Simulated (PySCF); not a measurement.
**How the method changes the constants of Ag2**

State: ¹Σg⁺ (singlet), closed shell. Set-up: basis Ag def2-TZVPP with ECP28; scalar-relativistic core potentials; PySCF 2.14. De refers to Ag (4d10 5s1) + Ag (4d10 5s1) in their ground configurations, without counterpoise correction.

| Level | Re (Å) | ωe (cm⁻¹) | De (eV) |
| --- | --- | --- | --- |
| RHF-MP2 | 2.492 | 206 | n/a |
| RHF-SCS-MP2 | 2.525 | 195 | n/a |
| RHF-CCSD | 2.564 | 181 | 1.38 |
| RHF-CCSD(T) | 2.552 | 183 | 1.56 |
| PBE | 2.567 | 182 | 1.79 |
| TPSS | 2.553 | 187 | 1.76 |
| r²SCAN | 2.526 | 195 | 1.76 |
| r²SCANh | 2.533 | 193 | 1.66 |
| B3LYP | 2.591 | 176 | 1.55 |
| PBE0 | 2.570 | 181 | 1.55 |
| r²SCAN0 | 2.543 | 190 | 1.53 |
| HSE06 | 2.571 | 182 | 1.57 |

The bond length runs from 2.492 Å (RHF-MP2) to 2.591 Å (B3LYP). De spans 1.38 eV (RHF-CCSD, coupled cluster) to 1.79 eV (PBE, GGA).

Correlated steps freeze no core orbitals. Closed-shell solutions of metal pairs were not tested for spin polarisation, which can lower them a little. Spin–orbit coupling is left out. Where the molecule has an RHF reference, its open-shell atoms are computed with UHF.

The whole job (state search and all levels along the bond) took about 22 min on 2 threads of Arm Neoverse V2 (shared host), peak memory 3.9 GiB.
